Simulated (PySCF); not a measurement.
# Two-component Hartree-Fock for Rb⁺ (rubidium, charge +1)

Start: [Kr]. Calculated with PySCF 2.14 in x2c-SVPall-2c (6s7p6d1f, 64 functions): generalised Hartree-Fock with the X2C-1e Hamiltonian and a Gaussian nucleus; one run each with spin-orbit coupling (SO) switched off, then screened by Boettger's factors.

```csv
spinor shell,electrons,"ε, spin-free (eV)","ε, screened SO (eV)",weight of nominal j (screened SO),"rms radius, screened SO (bohr)"
1s1/2,2,-15290.9,-15290.4,1.000,0.0464
2s1/2,2,-2113.1,-2113.0,1.000,0.192
2p1/2,2,-1869.0,-1911.0,1.000,0.169
2p3/2,4,-1869.0,-1849.0,1.000,0.173
3s1/2,2,-347.62,-347.59,1.000,0.544
3p1/2,2,-266.62,-273.21,1.000,0.549
3d3/2,4,-132.44,-133.40,1.000,0.576
3d5/2,6,-132.44,-131.77,1.000,0.579
4s1/2,2,-48.347,-48.343,1.000,1.59
4p1/2,2,-27.820,-28.442,1.000,1.85
4p3/2,4,-27.820,-27.519,1.000,1.86
```

Q: Where does 3p3/2 lie, and what is the 3p spin-orbit splitting (screened SO)?

A: At -263.47 eV, 9.742 eV above 3p1/2.

| quantity | spin-free | screened SO |
| --- | --- | --- |
| E (hartree) | -2978.60124 | -2978.79660 |
| M_J | 0 | 0 |
| ⟨J²⟩ | 0.000 | 0.000 |
| ⟨L²⟩ | 0.000 | 0.004 |
| ⟨S²⟩ | 0.000 | 0.004 |

Breit and QED terms are absent; they matter most for the inner s and p1/2 levels.

Densities and radii are taken from the X2C orbitals without a picture-change correction, which distorts them close to the nucleus.

Without spin-orbit coupling the j labels of p, d and f shells carry no meaning; the spin-free column gives the mean over the occupied spinors of each nl shell.
